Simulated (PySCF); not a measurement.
## How methods differ on the ionisation energy of Yb⁵⁸⁺

Yb⁵⁸⁺ [Ne] 3s2 (1S) → Yb⁵⁹⁺ [Ne] 3s1 (2S), as a difference of total energies. Computed with PySCF 2.14 in an uncontracted even-tempered set (16 s from 16 bohr⁻², ratio 2.5; 10 p from 20 bohr⁻², ratio 2.5; 4 d from 74 bohr⁻², ratio 2.7; 4 f from 110 bohr⁻², ratio 2.7), with the non-relativistic Hamiltonian (point nucleus). Correlated levels: outer shells: 1s2 frozen; virtual orbitals above 40 to 60 times the deepest correlated orbital energy dropped. The calculations carry no spin-orbit coupling.

```
                method  ionisation energy (eV)
                   UHF                  5713.3
    MP2 (outer shells)                  5718.4
SCS-MP2 (outer shells)                  5719.2
   CCSD (outer shells)                  5720.4
CCSD(T) (outer shells)                  5720.5
```

How much does correlation contribute at CCSD(T) (outer shells)?

5720.5 − (5713.3) = 7.2 eV, measured against UHF.

The gap to the reference is mostly relativistic.

For comparison: 6111 ± 6 eV (theoretical estimate listed by NIST; NIST Atomic Spectra Database, ionization energies).
